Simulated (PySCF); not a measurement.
# Stationary points of [WO2]+

Level of theory: PBE0/[W def2-TZVP with ECP60, O def2-TZVP], scalar-relativistic core potentials, density fitting, no spin–orbit coupling, PySCF.

Relaxations began from a few typed shapes; open shells are unrestricted. The search is not exhaustive: other isomers or separated fragments can lie lower, and high-lying points may rest on an excited occupation.

```json
{"spin": "doublet", "group": "C2v", "bonds": "W–O 1.662 Å (×2)", "angles": "O–W–O 103.0°", "imaginary modes (cm⁻¹)": "none", "ΔE (kJ/mol)": "0.0", "ΔE with ZPE (kJ/mol)": "0.0"}
{"spin": "doublet", "group": "C2v", "bonds": "W–O 1.678 Å (×2)", "angles": "O–W–O 111.7°", "imaginary modes (cm⁻¹)": "none", "ΔE (kJ/mol)": "119.4", "ΔE with ZPE (kJ/mol)": "118.6"}
{"spin": "broken-symmetry Ms = 1/2 (⟨S²⟩ 1.86)", "group": "C2v", "bonds": "W–O 1.736 Å (×2)", "angles": "O–W–O 109.0°", "imaginary modes (cm⁻¹)": "1 found", "ΔE (kJ/mol)": "242.7", "ΔE with ZPE (kJ/mol)": "–"}
{"spin": "broken-symmetry Ms = 1/2 (⟨S²⟩ 1.83)", "group": "D∞h", "bonds": "W–O 1.736 Å (×2)", "angles": "O–W–O 180.0°", "imaginary modes (cm⁻¹)": "157i, 157i", "ΔE (kJ/mol)": "335.9", "ΔE with ZPE (kJ/mol)": "–"}
{"spin": "broken-symmetry Ms = 1/2 (⟨S²⟩ 1.61)", "group": "C2v", "bonds": "O–O 1.405 Å, W–O 1.834 Å (×2)", "angles": "O–O–W 67.5° (×2), O–W–O 45.1°", "imaginary modes (cm⁻¹)": "none", "ΔE (kJ/mol)": "483.7", "ΔE with ZPE (kJ/mol)": "480.9"}
```

The lowest minimum found is the doublet C2v: W–O 1.662 Å (×2); O–W–O 103.0°.

Formally W is in oxidation state +5, d1, with 1 unpaired electron. The Mulliken spin on W is 1.23. The polar-tensor charge on W, 1.96, is far below the formal one.

For the lowest minimum: other spin states or occupations of the open shell can lie lower. Spin–orbit coupling, left out here, can matter for elements this heavy.

The electron or spin density has lower symmetry than the nuclear frame for the broken-symmetry Ms = 1/2 (⟨S²⟩ 1.61) C2v at 483.7 kJ/mol.
